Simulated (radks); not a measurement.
Question: Species: the zirconium ion Zr21+. Configuration: [Ar] 3d1. All-electron calculation, Dirac Kohn-Sham, BLYP, spin-unpolarised, spherical densities, point nucleus; open shells are shared between the two j in proportion to 2j + 1. Program: a radial shooting solver on a logarithmic mesh with Libxc functionals.

Spin-orbit splittings of the eigenvalues, e(l+1/2) - e(l-1/2), with zeta = 2 splitting/(2l+1) and mean radii in bohr:

| shell | occ. | splitting (eV) | zeta (eV) | <r> j=l-1/2 | <r> j=l+1/2 |
|---|---|---|---|---|---|
| 2p | 6 | ? | ? | 0.1377 | 0.1419 |
| 3p | 6 | 18.18 | 12.12 | 0.4025 | 0.4098 |
| 3d | 1 | 3.860 | 1.544 | 0.3679 | 0.3701 |

Estimate the 2p splitting.

Answer: 86.73 eV (zeta = 57.82 eV).
